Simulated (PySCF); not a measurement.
# Electron correlation in I³⁺ (iodine, charge +3)

Starting occupation: [Kr] 4d10 5s2 5p2, 5p3/2 with m_j = +1/2, +3/2. Computed with PySCF 2.14 in x2c-TZVPall-2c, with X2C-1e with screened-nucleus spin-orbit coupling, Gaussian nucleus. Frozen: [Ar] 3d10; 22 electrons correlated; the 6 highest virtual spinors left out.

MP2 pair energies summed by pair of shells (mhartree):

```json
{"pair": "4d-4d", "energy": "-254.07", "share (%)": "45.5"}
{"pair": "4d-4p", "energy": "-69.20", "share (%)": "12.4"}
{"pair": "4d-5s", "energy": "-67.27", "share (%)": "12.0"}
{"pair": "4d-5p", "energy": "-44.60", "share (%)": "8.0"}
{"pair": "5p-5s", "energy": "-30.18", "share (%)": "5.4"}
{"pair": "4p-4p", "energy": "-29.53", "share (%)": "5.3"}
{"pair": "4d-4s", "energy": "-17.72", "share (%)": "3.2"}
{"pair": "5s-5s", "energy": "-12.94", "share (%)": "2.3"}
{"pair": "4p-4s", "energy": "-10.01", "share (%)": "1.8"}
{"pair": "4p-5s", "energy": "-9.16", "share (%)": "1.6"}
{"pair": "5p-5p", "energy": "-5.54", "share (%)": "1.0"}
{"pair": "4p-5p", "energy": "-5.13", "share (%)": "0.9"}
{"pair": "4s-4s", "energy": "-2.23", "share (%)": "0.4"}
{"pair": "4s-5s", "energy": "-0.78", "share (%)": "0.1"}
{"pair": "4s-5p", "energy": "-0.61", "share (%)": "0.1"}
```

Total MP2 correlation energy: -559.00 mhartree.

The GHF reference relaxed away from the jj start to a determinant that is no pure jj level (⟨S²⟩ = 1.59, ⟨J²⟩ = 6.01); the energies belong to that determinant.

This basis was not built for core-valence correlation, so the inner-shell part is incomplete.
